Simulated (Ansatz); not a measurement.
Stretching the Ga1–H2 bond in GaH3 (SMILES [GaH3]) (multiplicity 1 held, fragments rigid). Energies count from the point at 1.570 Å.
Geometry at that point (charge 0, multiplicity 1):
```xyz
4

Ga     0.00000     0.00000     0.00000
H      1.56593    -0.10900    -0.02050
H     -0.87742    -1.30174     0.00609
H     -0.68850     1.41074     0.01441
```

Signs of static correlation in cc-pVTZ, with CASSCF(2,2), from Ansatz (a quantum-chemistry and plane-wave program) runs.

```csv
R (Å),T1 of restricted CCSD,⟨S²⟩ of UHF,largest double amplitude of restricted CCSD,weight of the CASSCF reference in MRCISD,CASSCF natural occupations
1.256,0.007,0.000,0.030,0.947,1.99 0.01
1.413,0.007,0.000,0.031,0.946,1.98 0.02
1.570,0.008,0.000,0.032,0.946,1.98 0.02
1.727,0.009,0.000,0.033,0.946,1.97 0.03
1.884,0.010,0.000,?,0.945,1.96 0.04
2.119,0.013,0.000,0.115,0.945,1.93 0.07
2.355,0.019,0.203,0.162,0.945,1.89 0.11
2.747,0.034,0.691,0.261,0.946,1.78 0.22
3.140,0.058,0.882,0.389,0.946,1.62 0.38
3.611,0.093,0.965,0.570,0.946,1.41 0.59
4.239,0.132,0.996,?,0.946,1.20 0.80
5.024,0.154,1.004,0.963,0.946,1.08 0.92
```

Task: Some entries are withheld; supply them.

Result: 
- 1.884, largest double amplitude of restricted CCSD: 0.071
- 4.239, largest double amplitude of restricted CCSD: 0.795

Doubts at one or more of the structures used: a restricted determinant that unrestricted orbitals would lower (R-CCSD(T)/cc-pVTZ); T1 above 0.05 (R-CCSD(T)/cc-pVTZ, U-CCSD(T)/cc-pVTZ); other coupled-cluster roots lie near (R-CCSD(T)/cc-pVTZ); a spin-contaminated determinant (U-CCSD(T)/cc-pVTZ).
